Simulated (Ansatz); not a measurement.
The cluster Sr₅S₄. Total charge 0; singlet. Geometry PBE0-D4/def2-SVP.

```xyz
9

Sr    1.3014    2.5524    0.2744
Sr   -0.9483    0.2943   -1.9618
Sr    2.2160   -1.1645   -0.0642
Sr   -3.1278   -3.0032   -0.3568
Sr   -1.0338   -0.0803    1.9401
S    -1.4430    2.0457    0.1648
S     1.7280    0.4799    2.1327
S     1.8159    0.8719   -1.9256
S    -0.5082   -1.9961   -0.2036
```

In the def2 sets Sr takes a core potential; there is no spin–orbit coupling. The restricted singlet is unstable towards broken spin symmetry in Hartree–Fock (as tested in another run); at PBE-D4/def2-SVP, r2SCAN-D4/def2-TZVP, r2SCANh-D4/def2-TZVP, PBE0-D4/def2-SVP and others this wasn't settled. The structure comes from a short search, and lower isomers may exist.

Question: Estimate the orbital energies around the gap (eV) in Ansatz with PBE-D4/def2-SVP, r2SCAN-D4/def2-TZVP, r2SCANh-D4/def2-TZVP, PBE0-D4/def2-SVP, BHLYP-D4/def2-TZVP.

Answer: 
```json
{"orbital": "HOMO−5", "PBE-D4/def2-SVP": "-4.93", "r2SCAN-D4/def2-TZVP": "-5.09", "r2SCANh-D4/def2-TZVP": "-5.48", "PBE0-D4/def2-SVP": "-5.96", "BHLYP-D4/def2-TZVP": "-6.78"}
{"orbital": "HOMO−4", "PBE-D4/def2-SVP": "-4.92", "r2SCAN-D4/def2-TZVP": "-5.09", "r2SCANh-D4/def2-TZVP": "-5.48", "PBE0-D4/def2-SVP": "-5.95", "BHLYP-D4/def2-TZVP": "-6.76"}
{"orbital": "HOMO−3", "PBE-D4/def2-SVP": "-4.83", "r2SCAN-D4/def2-TZVP": "-5.00", "r2SCANh-D4/def2-TZVP": "-5.38", "PBE0-D4/def2-SVP": "-5.85", "BHLYP-D4/def2-TZVP": "-6.66"}
{"orbital": "HOMO−2", "PBE-D4/def2-SVP": "-4.70", "r2SCAN-D4/def2-TZVP": "-4.87", "r2SCANh-D4/def2-TZVP": "-5.25", "PBE0-D4/def2-SVP": "-5.69", "BHLYP-D4/def2-TZVP": "-6.52"}
{"orbital": "HOMO−1", "PBE-D4/def2-SVP": "-4.66", "r2SCAN-D4/def2-TZVP": "-4.82", "r2SCANh-D4/def2-TZVP": "-5.19", "PBE0-D4/def2-SVP": "-5.64", "BHLYP-D4/def2-TZVP": "-6.47"}
{"orbital": "HOMO", "PBE-D4/def2-SVP": "-2.90", "r2SCAN-D4/def2-TZVP": "-2.86", "r2SCANh-D4/def2-TZVP": "-3.03", "PBE0-D4/def2-SVP": "-3.31", "BHLYP-D4/def2-TZVP": "-3.59"}
{"orbital": "LUMO", "PBE-D4/def2-SVP": "-1.78", "r2SCAN-D4/def2-TZVP": "-1.64", "r2SCANh-D4/def2-TZVP": "-1.48", "PBE0-D4/def2-SVP": "-1.32", "BHLYP-D4/def2-TZVP": "-0.87"}
{"orbital": "LUMO+1", "PBE-D4/def2-SVP": "-1.75", "r2SCAN-D4/def2-TZVP": "-1.40", "r2SCANh-D4/def2-TZVP": "-1.25", "PBE0-D4/def2-SVP": "-1.25", "BHLYP-D4/def2-TZVP": "-0.82"}
{"orbital": "LUMO+2", "PBE-D4/def2-SVP": "-1.48", "r2SCAN-D4/def2-TZVP": "-1.09", "r2SCANh-D4/def2-TZVP": "-0.95", "PBE0-D4/def2-SVP": "-0.97", "BHLYP-D4/def2-TZVP": "-0.58"}
{"orbital": "LUMO+3", "PBE-D4/def2-SVP": "-1.35", "r2SCAN-D4/def2-TZVP": "-0.97", "r2SCANh-D4/def2-TZVP": "-0.77", "PBE0-D4/def2-SVP": "-0.84", "BHLYP-D4/def2-TZVP": "-0.47"}
{"orbital": "LUMO+4", "PBE-D4/def2-SVP": "-1.18", "r2SCAN-D4/def2-TZVP": "-0.84", "r2SCANh-D4/def2-TZVP": "-0.71", "PBE0-D4/def2-SVP": "-0.59", "BHLYP-D4/def2-TZVP": "-0.02"}
{"orbital": "LUMO+5", "PBE-D4/def2-SVP": "-0.96", "r2SCAN-D4/def2-TZVP": "-0.70", "r2SCANh-D4/def2-TZVP": "-0.50", "PBE0-D4/def2-SVP": "-0.31", "BHLYP-D4/def2-TZVP": "0.18"}
```
